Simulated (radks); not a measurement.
Species: the hafnium ion Hf2+. Configuration: [Xe] 4f14 6p2 (not the ground configuration). All-electron calculation, non-relativistic Kohn-Sham, PBE, spin-unpolarised, spherical densities, point nucleus; relativity is left out, which matters for an element this heavy. Program: a radial shooting solver on a logarithmic mesh with Libxc functionals.

Normalised radial functions P(r) = r R(r), r in bohr:

r,5s,4f
0.0006988,0.0247,0.0000
0.0009471,0.0329,0.0000
0.001294,0.0437,0.0000
0.001754,0.0573,0.0000
0.002396,0.0746,0.0000
0.003247,0.0947,0.0000
0.0044,0.1172,0.0000
0.006011,0.1405,0.0000
0.008147,0.1585,0.0000
0.01104,0.1638,0.0001
0.01508,0.1441,0.0003
0.02044,0.0873,0.0009
0.02793,-0.0159,0.0027
0.03785,-0.1454,0.0078
0.0513,-0.2510,0.0211
0.07008,-0.2435,0.0552
0.09498,-0.0565,0.1295
0.1287,0.2392,0.2740
0.1759,0.3846,0.5196
0.2383,0.1187,0.8334
0.3256,-0.3994,1.1321
0.4413,-0.5437,1.2603
0.598,-0.0161,1.1547
0.817,0.7588,0.8723
1.107,1.0740,0.5554
1.513,0.8054,0.2848
2.05,0.3624,0.1152
2.779,0.0942,0.0338
3.796,0.0120,0.0062
5.144,0.0007,0.0006
6.972,0.0000,0.0000
9.525,0.0000,0.0000

5s: eigenvalue -78.924 eV, 4 radial nodes at r = 0.0268, 0.101, 0.257, 0.602 bohr, <r> = 1.23 bohr, 90 % of the charge inside 1.76 bohr. 4f: eigenvalue -47.231 eV, 0 radial nodes, <r> = 0.648 bohr, 90 % of the charge inside 1.09 bohr.
